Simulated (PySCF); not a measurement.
C4H10N, SMILES [CH2]CN(C)C, multiplicity 2. Geometry: B3LYP-D3(BJ)/def2-SVP. The isomer is the one that the SMILES or the coordinates give; other isomers of the formula were not compared. The values are those of a single conformer.

Computed equilibrium geometry at B3LYP-D3(BJ)/def2-SVP (PySCF confirms it by a frequency run) as a Z-matrix (one conformer of several):
```
N
C 1 1.4469
H 2 1.1015 1 110.03
H 2 1.1016 3 107.90 1 120.37
H 2 1.1161 3 107.45 4 115.86
C 1 1.4494 2 111.98 3 -56.44
H 6 1.1001 1 110.16 2 177.88
H 6 1.1015 7 108.15 1 120.38
H 6 1.1160 7 107.61 8 116.14
C 1 1.4555 2 112.56 3 175.44
H 10 1.1117 1 107.12 2 -45.27
H 10 1.1189 11 104.78 1 -119.15
C 10 1.4878 11 109.31 12 -117.80
H 13 1.0923 10 120.73 11 83.47
H 13 1.0932 14 119.08 10 168.68
```
Charge 0, spin multiplicity 2.
